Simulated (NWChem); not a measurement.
Molecule: CuCl; SMILES [Cu][Cl]

```xyz
2

Cu     0.0000     0.0000    -0.7672
Cl     0.0000     0.0000     1.3087
```
Atoms are numbered in this order, from 1.

Program: NWChem. Pople sets run with spherical d functions. Medium grid unless said otherwise, to which SCAN and Minnesota functionals are sensitive. Coordinates come from a PBE0-D3(BJ)/def2-TZVP optimisation.

Predict the results for MN15-L/6-31G*. Quantities: highest occupied level (eV); orbital gap (eV); dipole (D).

The highest occupied level (eV) comes out as -4.46 and the orbital gap (eV) is 1.14. The dipole (D) comes out as 5.29.
